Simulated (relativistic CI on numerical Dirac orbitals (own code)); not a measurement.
One change at a time: Pt²²⁺

Base calculation: Dirac-Coulomb-Breit CI, separate exchange-only KLI orbitals for each configuration, model QED, unscaled Slater integrals.

Configurations in the expansion (outside the closed core [Ar] 3d10): 4s²4p⁶4d¹⁰4f¹⁰, 4s²4p⁶4d¹⁰4f⁹5s, 4s²4p⁶4d¹⁰4f⁸5s², 4s²4p⁶4d¹⁰4f⁹5p, 4s²4p⁶4d¹⁰4f⁸5s5p, 4s²4p⁶4d⁹4f¹¹, 4s²4p⁶4d⁸4f¹², 4s²4p⁵4d¹⁰4f¹¹, 4s²4p⁶4d¹⁰4f⁹5f, 4s²4p⁶4d¹⁰4f⁹6s, 4s4p⁶4d¹⁰4f¹¹, 4s²4p⁴4d¹⁰4f¹², 4p⁶4d¹⁰4f¹², 4s4p⁵4d¹⁰4f¹². Levels of other configurations are missing.

Variants: (1) valence Slater integrals scaled by 0.9; (2) QED terms removed; (3) Breit term removed. Shifts of the energy above 4s²4p⁶4d¹⁰4f¹⁰ ⁵I8, in cm⁻¹, for the lowest level and the first level of each name with at least 55 % of one term (blank where a level changes its place among those of its configuration and J or its character, or is not in the variant):

```
              Level      Base     Δ(1)    Δ(2)     Δ(3)
 4s²4p⁶4d¹⁰4f¹⁰ ⁵I8       0.0      0.0     0.0      0.0
 4s²4p⁶4d¹⁰4f¹⁰ ⁵I7   23940.2   +384.5  -107.0   +721.7
 4s²4p⁶4d¹⁰4f¹⁰ ⁵I6   34203.0   -999.2   -94.5   +164.0
 4s²4p⁶4d¹⁰4f¹⁰ ⁵I5   46893.7   -928.3  -140.1   +389.0
 4s²4p⁶4d¹⁰4f¹⁰ ⁵F4   50818.1  -2875.5   -62.7   -645.3
 4s²4p⁶4d¹⁰4f¹⁰ ⁵G6   57402.0  -3250.9   -81.2    +12.4
 4s²4p⁶4d¹⁰4f¹⁰ ⁵F3   60506.2  -2803.1  -110.5   -314.3
 4s²4p⁶4d¹⁰4f¹⁰ ³K7   71320.1  -3700.6  -132.6  +1262.5
 4s²4p⁶4d¹⁰4f¹⁰ ³L9   71887.6  -5024.3   -89.9  +1745.3
 4s²4p⁶4d¹⁰4f¹⁰ ³H6   75726.1  -3314.4  -152.1   +915.4
 4s²4p⁶4d¹⁰4f¹⁰ ³K6   84687.5  -4341.5  -158.7  +1230.6
4s²4p⁶4d¹⁰4f¹⁰ ³M10   86178.9  -6334.0  -100.9  +2543.6
 4s²4p⁶4d¹⁰4f¹⁰ ³P1   93275.9  -3891.5  -192.6   +394.1
 4s²4p⁶4d¹⁰4f¹⁰ ³P0   95069.5  -5434.4  -139.9   -222.9
 4s²4p⁶4d¹⁰4f¹⁰ ³I7   99259.9  -5842.8  -153.5  +1609.6
 4s²4p⁶4d¹⁰4f¹⁰ ³I6  102942.8  -6834.1  -127.8   +710.1
 4s²4p⁶4d¹⁰4f¹⁰ ³L7  108515.8  -5690.5  -205.9  +2235.7
 4s²4p⁶4d¹⁰4f¹⁰ ³M9  110251.6  -5928.4  -208.0  +3206.9
 4s²4p⁶4d¹⁰4f¹⁰ ³H5  112883.1  -3771.4  -282.6  +2078.6
 4s²4p⁶4d¹⁰4f¹⁰ ⁵D1  113367.7  -6511.8  -170.7   -211.4
 4s²4p⁶4d¹⁰4f¹⁰ ⁵D3  115353.3  -6502.1  -181.7   +499.0
 4s²4p⁶4d¹⁰4f¹⁰ ⁵D0  118405.7  -7079.5  -160.5   -225.4
```

At this charge energies of transitions that change n are usually good to better than 1 %, and those within a shell (Δn = 0) to a few per cent. Terms inside the open d or f shell come out 10 to 20 % too wide with unscaled integrals.

Ionisation energy from the two ground configurations alone: base 652.442 eV; valence Slater integrals scaled by 0.9 652.675 eV. The NIST ASD value (theoretical) is 660 eV.

LS names give the leading component of a level, which can be under half, so a name can repeat, a term be missing and a line seem to break the LS rules.
